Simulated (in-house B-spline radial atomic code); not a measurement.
A calculation on the scandium ion Sc⁷⁺: its settings, and results tabulated from the run. Computed with a B-spline radial code for spherical atoms: non-relativistic PBE0, spin-polarised, spherical fractional occupations, point nucleus.

Command:
```bash
python run_scf.py task.json out
```
Settings:
```
Z                21
configuration    [Ne] 3s2 3p2
hamiltonian      nr
method           pbe0
spin_polarised   True
```

Output (hartree, bohr):
```
 radial grid: 42 intervals, B-splines of order 8, outer radius 8.961 bohr

 iter        energy (Eh)    residual
    1        -738.652150    8.41e-01
    2        -743.264877    2.24e-01
    3        -743.515895    8.42e-02
    4        -743.552805    3.15e-02
    5        -743.558654    7.96e-03
    6        -743.559028    6.91e-05
    7        -743.559028    5.45e-06
    8        -743.559028    4.65e-08

 total energy                      -743.55903
 kinetic                             743.0512
 electron-nucleus                  -1690.7009
 Hartree                             238.9258
 exact exchange                       -8.5554
 exchange-correlation                -26.2796

 orbital      occ     eigenvalue          <r>       <r^2>       <1/r>       <r^4>       r_max
 1s up      1.000      -167.1877    0.0735719  0.00726544     20.5342  0.00013534     0.04836
 1s down    1.000      -167.1473    0.0735572  0.00726234     20.5374 0.000135223     0.04836
 2s up      1.000       -22.7168     0.343525     0.13939     4.28144   0.0340608      0.2847
 2s down    1.000       -22.6824     0.343231    0.139044     4.28176   0.0337621      0.2849
 2p up      3.000       -19.6460     0.305967    0.115302     4.20847   0.0272099      0.2323
 2p down    3.000       -19.5909     0.306122     0.11534     4.20468   0.0271355      0.2326
 3s up      1.000        -6.3898     0.969324     1.06774     1.45134     1.70939      0.8805
 3s down    1.000        -6.1552     0.974433     1.08069     1.44428      1.7633      0.8804
 3p up      2.000        -5.4575     0.994397     1.13754     1.36981     2.01336      0.8917
```

Cost of the run: 0.1 s on 1 thread of Arm Neoverse V2, with other jobs on the host.

Caution: exact exchange at fractional occupations of open shells leaves self-interaction of up to several eV.
